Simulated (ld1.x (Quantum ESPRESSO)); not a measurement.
## Reading a pseudo-wave (cadmium (Cd))

Columns: radius, all-electron u(r) and pseudo u(r) of the 4s shell (level -114.69 eV) of cadmium in the configuration [Ar] 3d10 4s2 4p6 4d10 5s1 5p0; revPBE, scalar-relativistic, RRKJ scheme, ld1.x (Quantum ESPRESSO) 7.5.

```csv
r (bohr),all-electron,pseudo
0.093,-0.4519,-0.0864
0.185,0.3148,-0.1943
0.278,0.6948,-0.3401
0.370,0.3513,-0.5202
0.463,-0.2407,-0.7230
0.555,-0.7504,-0.9173
0.648,-1.0812,-1.0768
0.740,-1.2292,-1.1732
0.833,-1.2422,-1.1960
0.925,-1.1686,-1.1475
1.018,-1.0479,-1.0440
1.110,-0.9107,-0.9118
1.203,-0.7718,-0.7723
1.295,-0.6441,-0.6441
1.388,-0.5293,-0.5293
1.480,-0.4315,-0.4315
1.573,-0.3482,-0.3482
1.665,-0.2799,-0.2799
1.758,-0.2232,-0.2232
1.850,-0.1777,-0.1777
1.943,-0.1406,-0.1406
2.035,-0.1112,-0.1112
2.128,-0.0875,-0.0875
2.220,-0.0689,-0.0689
2.313,-0.0540,-0.0540
2.405,-0.0423,-0.0423
```

Problem. How many radial nodes do the two functions have?

Solution. The all-electron 4s function has n − l − 1 = 3 (the table is too coarse to show those close to the nucleus); the pseudo-wave has 0, since the states of the same l below it are removed with the core.

Problem. At about which radius was the pseudo-wave matched?

Solution. 1.30 bohr. The columns agree to 0.0005 from 1.20 bohr on; several derivatives are matched, so the curves merge somewhat inside the radius.

Problem. Is the pseudo-wave norm-conserving?

Solution. Yes: the RRKJ scheme keeps the norm inside the radius equal to the all-electron one, which fixes the energy derivative of the logarithmic derivative at the level.
